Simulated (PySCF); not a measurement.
An unknown gives this computed stick spectrum. Theory: TDDFT wB97X-D/def2-SVPD, vertical, gas phase, core orbitals frozen in the response (PySCF). Geometries: GFN2-xTB, one conformer each.

| state | E (eV) | f |
| --- | --- | --- |
| S1 | 4.28 | 0.0025 |
| S2 | 4.81 | 0.0020 |
| S3 | 5.41 | 0.0036 |
| S4 | 5.46 | 0.0035 |
| S5 | 5.81 | 0.0084 |
| S6 | 6.12 | 0.018 |
| S7 | 6.17 | 0.011 |
| S8 | 6.28 | 0.015 |

Question: Which structure fits? All have the formula C2H10OSi4.
A. `O=CC[SiH]1[SiH2][SiH2][SiH2]1`
B. `C#C[Si]([SiH3])([SiH3])O[SiH3]`
C. `C#C[SiH2][SiH2]O[SiH2][SiH3]`

Answer: A. Its S1, at 4.28 eV, is the lowest among the candidates; the nearest of the others has S1 at 5.38 eV. S1 is HOMO-1→LUMO (18%), HOMO-1→LUMO+1 (17%), HOMO→LUMO (15%). Löwdin shares by element: HOMO silicon 70% (atoms not listed hold the other 30%); LUMO silicon 44% or more, carbon 17% or more (atoms not listed hold the other 40%). At the same level the other candidates give, for their lowest levels:
- `C#C[SiH2][SiH2]O[SiH2][SiH3]`: 5.95 eV (f 0.030); 6.02 eV (f 0.001); 6.21 eV (f 0.008); 6.24 eV (f 0.010); 6.43 eV (f 0.004); T1 5.03 eV; HOMO -9.63, LUMO 0.70 eV
- `C#C[Si]([SiH3])([SiH3])O[SiH3]`: 5.38 eV (f 0.025); 6.06 eV (f 0.121); 6.13 eV (f 0.007); 6.30 eV (f 0.005); 6.49 eV (f 0.007); T1 4.90 eV; HOMO -9.31, LUMO 0.59 eV

Shape of the structure used: `[O:1]=[CH:2][CH2:3][SiH:4]1[SiH2:5][SiH2:6][SiH2:7]1`: O1–C2–C3–Si4 -61°, C2–C3–Si4–Si5 60°.
Triplets come from the Tamm–Dancoff approximation.
